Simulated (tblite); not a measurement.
C5H11PSi.
Atom-mapped SMILES: `[CH:1]#[C:2][CH2:3][P:4]([CH3:5])[SiH2:6][CH3:7]` (hydrogens: H8 on C1; H9, H10 on C3; H11, H12, H13 on C5; H14, H15 on Si6; H16, H17, H18 on C7)

Cartesian coordinates in Å at the GFN2-xTB level; atoms count from 1:
```
atom  x, y, z in Å
C1     1.9565    1.5095    0.7218
C2     1.5758    0.8772   -0.2222
C3     1.0941    0.0820   -1.3200
P4    -0.0946   -1.2788   -0.8061
C5     0.9643   -2.1195    0.4558
Si6   -1.4471   -0.1422    0.5857
C7    -2.1446    1.3591   -0.3441
H8     2.3003    2.0832    1.5297
H9     0.5663    0.7126   -2.0418
H10    1.9336   -0.3987   -1.8340
H11    0.3406   -2.8040    1.0265
H12    1.4265   -1.3962    1.1253
H13    1.7400   -2.6938   -0.0497
H14   -0.8262    0.3012    1.8426
H15   -2.5242   -1.0859    0.9178
H16   -2.9545    1.8128    0.2169
H17   -1.3827    2.1175   -0.4993
H18   -2.5331    1.0704   -1.3165
```

Calculated harmonic vibrations of the isolated species, GFN2-xTB (tblite), most abundant isotopes, no scaling. The method is semi-empirical: single wavenumbers can be off by several per cent or more. Modes of hydrogen on silicon can be 10 to 20 % off. One conformer, not necessarily the lowest.

Harmonic wavenumbers (cm⁻¹): 31.0, 73.3, 103.5, 122.3, 139.9, 179.0, 191.8, 201.1, 249.6, 292.2, 392.9, 437.0, 467.6, 552.9, 617.6, 632.3, 649.2, 698.5, 734.7, 751.5, 782.0, 795.1, 823.9, 834.0, 892.9, 899.0, 1002.8, 1115.4, 1194.6, 1318.4, 1362.9, 1407.7, 1449.4, 1458.0, 1483.9, 1489.2, 2189.4, 2202.1, 2277.4, 2915.5, 2939.2, 2993.9, 2995.9, 3019.0, 3036.3, 3037.5, 3052.8, 3396.6.

A = 1888, B = 1521, C = 1126 MHz; mass 130.037 u (most abundant isotopes); point group C1, symmetry number 1.

Problem. Zero-point energy?

Solution. ½Σν̃ = 29941 cm⁻¹ = 358.18 kJ/mol.

Problem. Entropy at 200 K, 1 bar (ideal gas, RRHO, classical rotation)?

Solution. Translation 161.27, rotation 116.30, vibration 99.63: S = 377.2 J/(mol K).

Problem. And Cp and H(200 K) − H(0)?

Solution. Cp = 135.59 J/(mol K), of which vibrations give 102.33 (their classical limit is 48 R = 399.1); H(200 K) − H(0) = 17.34 kJ/mol without the zero-point energy, 10.69 from vibrations.

Problem. Blend soft modes into free rotors: weight 1/[1 + (100 cm⁻¹/ν̃)⁴] for the oscillator and the rest for a rotor with moment μB/(μ + B), μ = h/(8π²ν), B = 10⁻⁴⁴ kg m². What vibrational entropy results?

Solution. 92.35 J/(mol K) in place of 99.63, which changes −T·S at 200 K by +1.45 kJ/mol.

Problem. Which modes carry the vibrational entropy at 200 K?

Solution. 31.0 cm⁻¹: 20.81; 73.3 cm⁻¹: 13.73; 103.5 cm⁻¹: 10.96; 122.3 cm⁻¹: 9.64; 139.9 cm⁻¹: 8.60; 179.0 cm⁻¹: 6.76 J/(mol K); the other 42 give 29.12 together.

Problem. How do the functions run with temperature in this model?

Solution. 
```tsv
T (K)	S (J/(mol K))	Cp (J/(mol K))	H − H(0) (kJ/mol)	G − H(0) (kJ/mol)	ln q(vib)
100	300.6	90.2	6.03	-24.03	2.29
300	440.4	178.0	33.07	-99.05	8.70
500	547.5	242.3	75.55	-198.19	14.63
800	675.6	302.5	158.01	-382.45	22.57
1000	746.2	330.0	221.39	-524.78	27.29
```

q(vib) and H(0) count from the zero-point level.

Problem. What must be added to the electronic energy to get the Gibbs energy at 200 K and 1 bar?

Solution. ZPE + [H(200 K) − H(0)] − T·S = 358.18 + 17.34 − 75.44 = 300.08 kJ/mol.

Hindered rotation and anharmonicity are outside this model. Other conformers, if any are populated, would add a mixing term that is left out. The structure is chiral; the term R ln 2 for an equal mix with its mirror image is left out.
